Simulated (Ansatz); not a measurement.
Molecule: sum formula HSiO, net charge 1, singlet state. SMILES: [OH+]=[Si]
Structure (B3LYP-D3(BJ)/def2-TZVP (Ansatz, a program for electronic structure) minimum search):
```xyz
3

O      0.0000     0.0000    -0.8973
Si     0.0000     0.0000     0.6459
H      0.0000     0.0000    -1.8643
```
Charge +1, spin multiplicity 1.

PBE beside other levels, property by property. Correlated levels leave the core frozen unless marked. Open shells are spin-unrestricted. Spin-orbit coupling is left out. Non-relativistic. Basis-set limits of correlation are two-point, X^-3; Hartree-Fock from the larger set. Vertical energies are electronic, to the SCF solution reached for that spin. Anions need diffuse functions, of which def2-TZVPD holds fewer than the aug- sets. The coupled-cluster column (Ansatz) is a level with limits of its own: (a) CCSD(T)/CBS(aug-cc-pV(T+d)Z,aug-cc-pV(Q+d)Z); (b) CCSD(T)/CBS(def2-TZVPPD,def2-QZVPPD).

| property | r2SCAN/def2-TZVPD (Ansatz) | r2SCAN-D4/def2-TZVPD (Ansatz + dftd4) | wB97X-V/def2-TZVPD (Ansatz) | coupled cluster |
|---|---|---|---|---|
| vertical electron affinity to the doublet (eV) | 6.36 | 6.36 | 6.20 | 6.21 (a) |
| vertical ionisation energy to the doublet (eV) | 19.42 | 19.42 | 19.73 | 19.72 (b) |

Q: What does PBE/def2-TZVPD (Ansatz) give for each property, and on which side of coupled cluster does it fall?

A: 
- vertical electron affinity to the doublet: PBE lies 0.06 eV above coupled cluster; PBE gives 6.27 eV.
- vertical ionisation energy to the doublet: PBE lies 0.11 eV below coupled cluster; PBE gives 19.61 eV.
